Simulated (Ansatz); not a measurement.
`BC(=C)Br` + HCl → `BC(=C)Cl` + HBr  (substitution at a C–Br bond)

Gas-phase electronic energies from Ansatz, PBE0-D4/def2-TZVP geometries. CBS: MP2 limit from def2 TZ/QZ plus the TZ coupled-cluster correction, frozen cores. This one scheme is used for every species. For Br outer-core shells are correlated without core-valence functions, which leaves a few kJ/mol of doubt a bond. Scalar relativity is left out up to krypton.

`BC(=C)Br`:

Cartesian coordinates in Å:
```
B 0.589 1.170 -0.052
C -0.114 -0.116 0.408
C -0.473 -1.075 -0.450
Br -0.488 -0.356 2.260
H 0.912 2.024 0.712
H 0.803 1.282 -1.224
H -0.259 -0.936 -1.504
H -0.969 -1.992 -0.150
```

HCl:

Cartesian coordinates in Å:
```
Cl -0.100 -0.180 0.605
H 0.100 0.180 -0.605
```

`BC(=C)Cl`:

```xyz
8

B     0.506    0.197   -1.186
C     0.311   -0.174    0.292
C    -0.864   -0.014    0.909
Cl    1.655   -0.822    1.193
H     1.553    0.054   -1.738
H    -0.439    0.639   -1.769
H    -1.025   -0.269    1.951
H    -1.698    0.389    0.347
```

HBr:

Z-matrix (Å, degrees):
```
Br
H 1 1.420
```

| species | CCSD(T)/CBS(def2) energy (Eh) |
| --- | --- |
| `BC(=C)Br` | -2676.58084 |
| HCl | -460.38127 |
| `BC(=C)Cl` | -563.04034 |
| HBr | -2573.91920 |

**Question.** Work out ΔE.

**Answer.** ΔE = (-563.04034) + (-2573.91920) − (-2676.58084) − (-460.38127) = 0.00257 Eh = +6.7 kJ/mol.

**Question.** What do rigid-rotor, harmonic-oscillator terms from PBE0-D4/def2-TZVP frequencies (298.15 K, 1 bar) make of the CCSD(T)/CBS value? (An estimate is asked.)

**Answer.** Ansatz gave: ΔZPE = -0.4 kJ/mol, ΔH = +5.8 kJ/mol, ΔS = 0 J/(mol·K), ΔG = +5.9 kJ/mol.

Largest T1 diagnostic among the species: 0.011.

Leaving LDA and LC-ωPBE aside and taking each functional with its dispersion term where it has one, the values, not all of them listed here, spread over 3.3 kJ/mol, from CAM-B3LYP-D4 to PBE-QIDH. At CCSD(T), def2-SVP lies −7.7 kJ/mol from the extrapolated value and def2-TZVPP +1.5 kJ/mol. In def2-TZVPP, CCSD(T) changes the Hartree–Fock value by +5.5 kJ/mol (the triples alone add +0.3 kJ/mol) and MP2 by +7.6 kJ/mol.
